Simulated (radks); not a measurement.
Values are calculated unless marked as measured or tabulated.
Species: Hf2.5+. Configuration: [Xe] 4f14 5d0.5 6s1 (fractional occupations, a model configuration). Code: a radial shooting solver on a logarithmic mesh with Libxc functionals. Model: Dirac Kohn-Sham, PBEsol, spin-unpolarised, spherical densities, point nucleus; open shells are shared between the two j in proportion to 2j + 1.

Unscreened Slater integrals over Kohn-Sham orbitals (cm^-1). Large and small components are both included.

integral,value
"F0(6s1/2,6s1/2)",69941
"F0(6s1/2,5d5/2)",79393
"G2(6s1/2,5d5/2)",24127
"F0(6s1/2,5d3/2)",79899
"G2(6s1/2,5d3/2)",22998
"F0(6s1/2,4f7/2)",91171
"G3(6s1/2,4f7/2)",3524.3
"F0(5d5/2,5d5/2)",100540
"F2(5d5/2,5d5/2)",52219
"F4(5d5/2,5d5/2)",34348
"F0(5d5/2,5d3/2)",101800
"F2(5d5/2,5d3/2)",52832
"G2(5d5/2,5d3/2)",52793
"G4(5d5/2,5d3/2)",34728
"F0(5d5/2,4f7/2)",129570
"F2(5d5/2,4f7/2)",30050
"F4(5d5/2,4f7/2)",14281
"G1(5d5/2,4f7/2)",13189
"G3(5d5/2,4f7/2)",10825
"G5(5d5/2,4f7/2)",8269.4
"F0(5d3/2,5d3/2)",103120
"F2(5d3/2,5d3/2)",53530
"F0(5d3/2,4f7/2)",132630
"F2(5d3/2,4f7/2)",31617
"G3(5d3/2,4f7/2)",11637
"G5(5d3/2,4f7/2)",8863.8
"F0(4f7/2,4f7/2)",300810
"F2(4f7/2,4f7/2)",142460
"F4(4f7/2,4f7/2)",89275
"F6(4f7/2,4f7/2)",64198
